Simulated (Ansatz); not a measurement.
`[SiH3][O][ZnH]` + CH₃SH → `C[S][ZnH]` + `O[SiH3]` at 298.15 K and 1 bar (ligand exchange at a Zn–O bond).

Gas-phase electronic energies from Ansatz, PBE0-D4/def2-TZVP geometries. CBS: MP2 limit from def2 TZ/QZ plus the TZ coupled-cluster correction, frozen cores. This one scheme is used for every species. For Zn outer-core shells are correlated without core-valence functions, which leaves a few kJ/mol of doubt a bond. Scalar relativity is left out up to krypton.

| species | CCSD(T)/CBS energy (Eh) | H − E (kJ/mol) | S (J/(mol·K)) |
| --- | --- | --- | --- |
| `[SiH3][O][ZnH]` | -2145.08513 | 110.2 | 331.4 |
| CH₃SH | -438.22835 | 133.0 | 253.2 |
| `C[S][ZnH]` | -2216.62619 | 134.7 | 313.9 |
| `O[SiH3]` | -366.69042 | 113.6 | 257.8 |

H − E and S are ideal-gas, rigid-rotor, harmonic terms from PBE0-D4/def2-TZVP, for one conformer and one mirror image of each species. 1 Eh = 2625.50 kJ/mol, R = 8.31446 J/(mol·K).

Question: By hand: ΔE, ΔH, ΔS and ΔG.

Answer: ΔE = (-2216.62619) + (-366.69042) − (-2145.08513) − (-438.22835) = -0.00313 Eh = -8.2 kJ/mol. Δ(H − E) = 134.7 + 113.6 − 110.2 − 133.0 = 5.1, so ΔH = -3.1 kJ/mol. ΔS = 313.9 + 257.8 − 331.4 − 253.2 = -12.9 J/(mol·K). ΔG = -3.1 − 298.15 × (-12.9)/1000 = 0.7 kJ/mol.

Question: By hand: the equilibrium constant, and the temperature at which ΔG would vanish if ΔH and ΔS stayed fixed.

Answer: log₁₀ K = −ΔG/(RT ln 10) = -0.1. ΔG = 0 at ΔH/ΔS = 240 K, though so small a ΔH makes that figure unsure.

TΔS isn't small against ΔH here. The sign of ΔG lies within the doubt. A doubt of 5 kJ/mol in ΔE shifts log₁₀ K by 0.9 here. Other conformers and mirror images would add mixing entropy, several J/(mol·K) or more a flexible species. Modes under 60 cm⁻¹, often nearly free rotors, make the harmonic entropy too high. These are equilibria of isolated gas molecules and say nothing of rates. Largest T1 diagnostic: 0.016 (customary marks: 0.02 for closed shells, 0.045 for open ones).
